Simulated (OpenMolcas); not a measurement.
## As+: from CASSCF to CASPT2

| Quantity | Value |
| --- | --- |
| Program | OpenMolcas 26.06 |
| Basis | ANO-RCC-VQZP [7s6p4d2f1g] |
| Scalar Hamiltonian | DKH2, point nucleus |
| Active space | 4 electrons in 8 orbitals (4s 4p 5s 5p) |
| State averaging | 2S+1 = 3 even, 3 roots; 2S+1 = 1 even, 6 roots; 2S+1 = 5 odd, 1 root; 2S+1 = 3 odd, 9 roots; 2S+1 = 1 odd, 8 roots |
| Spin-orbit coupling | RASSI with atomic mean-field integrals over the reference wave functions, term energies averaged over their components |

Methods on the same reference wave functions:
A. CASSCF
B. SS-CASPT2, IPEA 0.25 Eh, imaginary shift 0.1 Eh (closed shells correlated: 3d)

Energies in cm⁻¹ above 4s² 4p² ³P₀, the measured ground level; measured values from NIST Handbook of Basic Atomic Spectroscopic Data.

```json
{"Level": "4s² 4p² ³P₀", "A": "0.0", "B": "0.0", "Measured": "0.0"}
{"Level": "4s² 4p² ³P₁", "A": "890", "B": "887", "Measured": "1063"}
{"Level": "4s² 4p² ³P₂", "A": "2192", "B": "2160", "Measured": "2541"}
{"Level": "4s² 4p² ¹D₂", "A": "12140", "B": "9850", "Measured": "10096"}
{"Level": "4s² 4p² ¹S₀", "A": "21243", "B": "21660", "Measured": "22599"}
{"Level": "4s 4p³ ⁵S°₂", "A": "44146", "B": "51010", "Measured": "54817"}
```

Deviations, from unrounded energies. A percentage is the sum of absolute deviations over the sum of measured energies, with the sign that they share, or ± where signs differ.

| Against measurement | Levels | A | B |
| --- | --- | --- | --- |
| mean absolute deviation (cm-1) | 5 | 2900 | 1100 |
| fine structure of the ground term (%) | 2 | -14.5 | -15.5 |
| other terms of the ground configuration (%) | 2 | ±10.4 | -3.6 |
| other configurations (%) | 1 | -19.5 | -6.9 |

B lies closest to measurement on these levels. The largest miss of B in the table is 4s 4p³ ⁵S°₂, by -3800 cm-1. The ranking rests on the paired levels alone, and a cruder setting can come out closer through cancelling errors.

From A to B the spin-free energies of the other terms of 4s² 4p² shown, above ³P, scale by factors of 0.78 to 1.02.

The lowest spin-free term lies below A's lowest term by 0.139 hartree in B.

CASPT2 does not keep the components of a term degenerate, so their means are used; among the terms shown or strongly mixed into the levels shown the widest spread is 59 cm-1 (4s² 4p² ¹D, B). Over all roots computed the reference weight is 0.84 to 0.98 in B; the roots of lowest weight are the least certain, and an intruder state may touch them. The run also gave levels led by 4s² 4p 5s, which use shells meant for correlation; these and all levels above them are left out. Terms of s pⁿ other than that of highest spin mix with s² pⁿ⁻² d, which this space lacks; all of them can be thousands of cm-1 off, and some have no real level of that name. Without dynamic correlation excited terms often stand tens of per cent too high (terms of higher spin than the ground term too low), and those without a measured partner can miss by more than the paired ones (holds for A). Computed and measured levels are paired by configuration, term and J; levels that our copy of the source lacks, or whose pairing is in doubt (as where it misses far off the trend of its configuration), stay unpaired and out of the deviations. Levels of configurations outside the active space are missing. The table leaves out levels that lie high or whose names do not pair safely across all columns.

° marks odd parity.
